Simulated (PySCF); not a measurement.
# EPR parameters of C7H8N

Compound: C7H8N (doublet state).
Cartesian coordinates in Å at the GFN2-xTB level; atoms count from 1:
```xyz
16
C7H8N angstrom
C     -2.3572   -0.8675    0.6762
C     -1.1897   -0.2297    0.3109
C     -1.1725    1.1635    0.0186
C     -0.0046    1.7838   -0.3453
C      1.1846    1.0718   -0.4372
C      1.2085   -0.3026   -0.1562
N      2.4091   -0.9889   -0.1773
C      0.0359   -0.9371    0.2076
H     -2.3744   -1.9199    0.8952
H     -3.2837   -0.3288    0.7561
H     -2.0947    1.7201    0.0877
H     -0.0015    2.8414   -0.5679
H      2.0988    1.5703   -0.7242
H      2.3448   -1.9916   -0.2497
H      3.1451   -0.5796   -0.7301
H      0.0437   -1.9962    0.4241
```

The hyperfine couplings belong to this conformer and change with its torsions.

As a line formula: `[CH2]C1=CC(N)=CC=C1` [radical].

The calculation used UKS B3LYP, pcH-1 on C H N, non-relativistic, mean-field spin-orbit, GIAO in PySCF. Isolated species at its GFN2-xTB geometry (one conformer only). A GFN2-xTB geometry isn't a minimum of the functional, and hyperfine couplings can be far from their values at a DFT geometry. No stability test was run, so a lower SCF solution isn't excluded. ⟨S²⟩ is 0.780 where a pure state has 0.75.

- g1, g2, g3: 2.00219, 2.00275, 2.00283
- g_iso: 2.00259
- Form of g: close to axial: the two nearest values differ by 11 % of g3 − g1
- ⟨S²⟩: 0.7802 (exact 0.7500)
- α and β electrons: 29, 28
- HOMO–LUMO gap, α and β orbitals: 5.03, 3.28 eV
- Total energy: -326.29690 Eh

Hyperfine couplings atom by atom, in MHz; T1 to T3 are the principal values of the dipolar part; ρ(0) is the spin density at the nucleus:

```
atom  isotope  a_iso     T1     T2     T3  Mulliken spin population  ρ(0) (bohr⁻³)
  C1      13C   59.5  -57.8  -56.7  114.5                      0.75         0.0529
  C2      13C  -41.2  -20.5    8.1   12.4                     -0.19        -0.0366
  C3      13C   24.1  -19.4  -19.1   38.5                      0.25         0.0215
  C4      13C  -21.7  -15.7    6.9    8.8                     -0.13        -0.0193
  C5      13C   25.4  -23.0  -21.3   44.4                      0.29         0.0226
  C6      13C  -20.8  -14.1    6.4    7.7                     -0.11        -0.0185
  N7      14N   -2.0   -2.3    1.1    1.2                     -0.02        -0.0063
  C8      13C   23.2  -18.9  -18.6   37.5                      0.24         0.0206
  H9       1H  -45.3  -26.8   -0.9   27.7                     -0.03        -0.0101
 H10       1H  -45.3  -26.8   -0.9   27.7                     -0.03        -0.0101
 H11       1H  -16.1   -6.4   -2.2    8.6                     -0.01        -0.0036
 H12       1H    6.6   -2.4   -1.0    3.4                      0.00         0.0015
 H13       1H  -18.5  -11.4   -0.1   11.5                     -0.01        -0.0041
 H14       1H   -1.0   -2.2   -0.8    3.0                      0.00        -0.0002
 H15       1H   -1.3   -1.9   -0.8    2.7                      0.00        -0.0003
 H16       1H  -15.4   -6.2   -2.2    8.5                     -0.01        -0.0034
```

The largest Mulliken spin populations are on C1 (+0.75), C5 (+0.29), C3 (+0.25) and C8 (+0.24). Four atoms exceed +0.15. The angles at C1 add up to 360.0°, so it is planar; its axial dipolar tensor and the negative couplings of its protons fit spin in a p orbital normal to that plane.

Axes: g2 points within 14° of the C1–H9 bond and g3 points within 15° of the C1–H10 bond.

Under fast tumbling the dipolar parts average out, and these isotropic splittings remain (the largest six): 1 × 1H (H10, I = 1/2, 2 lines) with 1.62 mT, 1 × 1H (H9, I = 1/2, 2 lines) with 1.61 mT, 1 × 1H (H13, I = 1/2, 2 lines) with 0.66 mT, 1 × 1H (H11, I = 1/2, 2 lines) with 0.58 mT, 1 × 1H (H16, I = 1/2, 2 lines) with 0.55 mT and 1 × 1H (H12, I = 1/2, 2 lines) with 0.24 mT.

Class means assume fast exchange of nuclei equivalent by connectivity; if that motion is slow, each nucleus keeps its own coupling. H9 and H10 aren't averaged: C1 is flat or nearly so (angle sum 360°), and its turn about the short C1–C2 bond (1.38 Å) is taken as slow.

The 13C coupling of C1 (59.5 MHz) shows only in satellite lines or after enrichment, since that isotope makes up about 1.07 % of natural carbon.

β density exceeds α density at some nuclei, such as C2 (-0.0366), C4 (-0.0193) and C6 (-0.0185), spin density in bohr⁻³. In a single determinant that takes different orbitals for the two spins, that is spin polarisation.

Time: 1.7 min of wall time (with the writing of density and orbital grids); peak memory 0.97 GiB. Hardware: one thread of an AMD EPYC, no GPU, shared host with 64 logical CPUs at a one-minute load of 59.
